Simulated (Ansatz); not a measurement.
## Ligand exchange: NaF + C2H2FI → NaI + C2H2F2

Species: NaF, singlet; C2H2FI `F/C=C/I`, singlet; NaI (Sodium Iodide), singlet; C2H2F2 (1,2-difluoroethene) `F/C=C/F`, singlet. The partners trade F for I: Na–F and C–I bonds give way to Na–I and C–F.

Shapes, held fixed at every level: PBE0-D4/def2-TZVP. Programs: Ansatz 0.2.0. The zero-point and thermal change to 298 K, harmonic and unscaled (PBE0-D4/def2-TZVP), is +4.0 kJ/mol.

Question: Estimate ΔH(298 K) of this reaction.

Answer: The highest level, CCSD(T)/def2-TZVPP, gives ΔH(298 K) = -58.0 kJ/mol; the levels span -135.3 to -58.0. The column of differences is taken from that level and isn't an error. No measured value is set beside it here. For atoms past krypton def2 sets carry core potentials with scalar relativity. Outer-core shells of I, Na are correlated, in sets that cover them unevenly.

| level | kind | ΔH(298 K) (kJ/mol) | less CCSD(T)/def2-TZVPP |
| --- | --- | --- | --- |
| HF/def2-SVP | Hartree–Fock | -135.3 | -77.3 |
| HF/def2-TZVPP | Hartree–Fock | -113.7 | -55.7 |
| B3LYP-D4/def2-TZVPP | global hybrid | -58.5 | -0.5 |
| BHLYP-D4/def2-TZVPP | global hybrid | -77.3 | -19.3 |
| PBE0-D4/def2-TZVPP | global hybrid | -68.7 | -10.7 |
| wB97M-V/def2-TZVPP | range-separated hybrid | -67.1 | -9.1 |
| CCSD(T)/def2-SVP | coupled cluster or CI | -91.5 | -33.5 |
| CCSD(T)/def2-TZVPP | coupled cluster or CI | -58.0 | 0.0 |
